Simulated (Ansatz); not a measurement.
Kohn–Sham single points on C2H6ClFHfOSe (`C[O][Hf]([F])([Cl])[Se]C`).

```yaml
crystal:
  periodic: [false, false, false]
  atoms:
    - {symbol: C, position_ang: [1.586907, -0.362164, 1.807025]}
    - {symbol: O, position_ang: [1.239248, 0.182329, 0.572598]}
    - {symbol: Hf, position_ang: [0.679211, 0.965624, -1.048377]}
    - {symbol: F, position_ang: [0.981737, -0.316743, -2.424226]}
    - {symbol: Cl, position_ang: [1.746079, 3.026137, -1.430801]}
    - {symbol: Se, position_ang: [-1.855564, 1.350010, -0.905778]}
    - {symbol: C, position_ang: [-2.280112, -0.573183, -0.764706]}
    - {symbol: H, position_ang: [1.811416, -1.427048, 1.699825]}
    - {symbol: H, position_ang: [2.469354, 0.145082, 2.206384]}
    - {symbol: H, position_ang: [0.762944, -0.243216, 2.516335]}
    - {symbol: H, position_ang: [-1.738886, -1.150767, -1.512098]}
    - {symbol: H, position_ang: [-3.347965, -0.663709, -0.952944]}
    - {symbol: H, position_ang: [-2.054368, -0.932362, 0.236754]}
basis:
  gaussian: {orbitals: def2-TZVPP}
hamiltonian: {xc: {name: BHLYP}, dispersion: d4}
output: {orbitals: {seedname: orbitals}}
```

```sh
$ ansatz run in.yaml --threads 2 --pin off --events-out ev --progress --plain --max-ram 22528MiB --backend cuda --devices 0, --max-vram 18GiB
```

Output, abridged:

```
Functional definition: BHLYP
2408 factors; their error is unknown
mean field evaluation 1: about -86109.2279 eV, gradient 7.0e1 eV
mean field evaluation 2: about -86096.2176 eV, gradient 1.1e2 eV
mean field evaluation 4: about -86118.3858 eV, gradient 4.7e0 eV
mean field evaluation 8: about -86118.4312 eV, gradient 1.4e-1 eV
mean field evaluation 16: about -86119.4106 eV, gradient 5.4e-4 eV
mean field -86119.41064432 eV, -3164.8299673455 hartree, gradient 4.3e-5 eV, S^2 0.000000; 0 other end points of the search recorded, 0 dependent functions left out
reference -86119.41087577 eV, -3164.8299758511 hartree; 49, 49 occupied and 305, 305 virtual orbitals, 2408 factors
Total energy: -86119.87386765 eV, -3164.8469904890 hartree
```

Hardware: 2 threads of an AMD EPYC 7R13 on a shared host and a share of an NVIDIA H100 80 GB. Wall time 3 s, peak host memory 0.92 GiB.

Changing it to `hamiltonian: {xc: {name: CAM-B3LYP}, dispersion: d4}` (abridged; 3.3 s):

```
Functional definition: CAM-B3LYP
mean field evaluation 16: about -86126.0669 eV, gradient 2.9e-4 eV
mean field -86126.06693186 eV, -3165.0745814011 hartree, gradient 6.7e-5 eV, S^2 0.000000
Total energy: -86126.36327742 eV, -3165.0854718995 hartree
```

Changing it to `hamiltonian: {xc: {name: revPBE}, dispersion: d4}` (abridged; 3.8 s):

```
Functional definition: revPBE
mean field evaluation 16: about -86117.2505 eV, gradient 3.6e-3 eV
mean field -86117.25045044 eV, -3164.7505816849 hartree, gradient 6.2e-5 eV, S^2 0.000000
Total energy: -86118.04408809 eV, -3164.7797473303 hartree
```

Changing it to `hamiltonian: {xc: {name: PBE-QIDH}}` (abridged; 3.6 s):

```
Functional definition: PBE-QIDH
mean field evaluation 16: about -86075.9520 eV, gradient 6.2e-4 eV
mean field -86075.95195990 eV, -3163.2328901506 hartree, gradient 8.3e-6 eV, S^2 0.000000
18 core orbitals not correlated: weight in the atoms' cores, before any rotation towards them, 1.000 or more for the frozen orbitals, at most 0.000 for the correlated occupied ones
second order -49.51424954 eV of doubles, -0.00000000 eV of singles
Total energy: -86092.45672566 eV, -3163.8394291048 hartree
```

Changing it to `hamiltonian: {xc: hse06, dispersion: d4}` (abridged; 3.8 s):

```
Functional definition: HSE06
mean field evaluation 16: about -86105.7959 eV, gradient 1.5e-3 eV
mean field -86105.79586479 eV, -3164.3296334263 hartree, gradient 6.6e-5 eV, S^2 0.000000
Total energy: -86106.06489971 eV, -3164.3395202772 hartree
```

The same input with `hamiltonian: {xc: lda}` (abridged; 3.6 s):

```
Functional definition: SPW92
mean field evaluation 16: about -85936.9978 eV, gradient 8.4e-3 eV
mean field -85936.99783104 eV, -3158.1264201014 hartree, gradient 8.5e-5 eV, S^2 0.000000
Total energy: -85936.99788095 eV, -3158.1264219356 hartree
```

HSE06 is the plane-wave form, built on full-range PBE exchange.
